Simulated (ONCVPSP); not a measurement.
**What one change does to a pseudopotential (V, ONCV)**

```
Element                 : vanadium (V)
Generator               : ONCVPSP 4.0.1
Type                    : optimised norm-conserving Vanderbilt (ONCV)
Functional              : PBE
Relativity              : scalar-relativistic
Frozen core             : [Ne]
Valence charge          : 13
Reference configuration : 3s2 3p6 3d3 4s1 (charge +1)
Partial waves           : 3s+4s: rc 1.70 bohr, ncon 4, nbas 7, qcut 7.1 1/bohr, 2 projectors; 3p: rc 1.10 bohr, ncon 5, nbas 8, qcut 6.1 1/bohr, 1 projector; 3d: rc 2.05 bohr, ncon 5, nbas 10, qcut 9.1 1/bohr, 2 projectors, debl 2.8 Ha
Local potential         : polynomial inside 1.00 bohr (lpopt 5, dvloc0 2 Ha)
Core correction         : Teter function, fcfact 2.25, rcfact 1.25
```

Change: d: qcut 10.6.

Cutoffs: the cutoffs (Ha) at which the residual kinetic energy of the hardest occupied pseudo-wave falls to 1 and 0.1 mHa per electron; they do not see the model core or the augmentation charge, which bear on the density cutoff. Errors are all-electron minus pseudo energies relative to the spin-unpolarised reference configuration.

Q: How do hardness, ghosts and transferability respond?

A: The potential gets neither clearly harder nor softer (37 Ha and 138 Ha → 37 Ha and 138 Ha); of the 4 tests that both files solve, the error grows in 0 and shrinks in 1 by more than 15 % and 0.3 meV (median size 3.3 → 3.2 meV); neither file shows a bound ghost.

```tsv
quantity	base	changed
cutoff, loose	37 Ha	37 Ha
cutoff, tight	138 Ha	138 Ha
loose cutoff by channel	s 14 Ha, p 37 Ha, d 29 Ha	s 14 Ha, p 37 Ha, d 32 Ha
bound ghosts	none	none
GHOST(+) flags under 300 eV	none	none
error for 3s2 3p6 3d3 4s2, meV [ΔE -7.74 eV]	+1.2	+1.1
error for 3s2 3p6 3d3 4s0, meV [ΔE 14.30 eV]	-1.1	-1.1
error for 3s2 3p6 3d2 4s0, meV [ΔE 43.19 eV]	+78	+63
error for 3s2 3p6 3d3 4s1 4p1, meV [ΔE -4.39 eV]	+5.4	+5.4
s: phases at 1.73 bohr within 0.05 rad from the reference energy up to (Ha; the scan ends near 5)	to the end of the scan	to the end of the scan
p: phases at 1.12 bohr within 0.05 rad from the reference energy up to (Ha; the scan ends near 5)	to the end of the scan	to the end of the scan
d: phases at 2.08 bohr within 0.05 rad from the reference energy up to (Ha; the scan ends near 5)	to the end of the scan	to the end of the scan
rms error of d²Exc/dni dnj with the model core, mHa	0.86	0.85
```
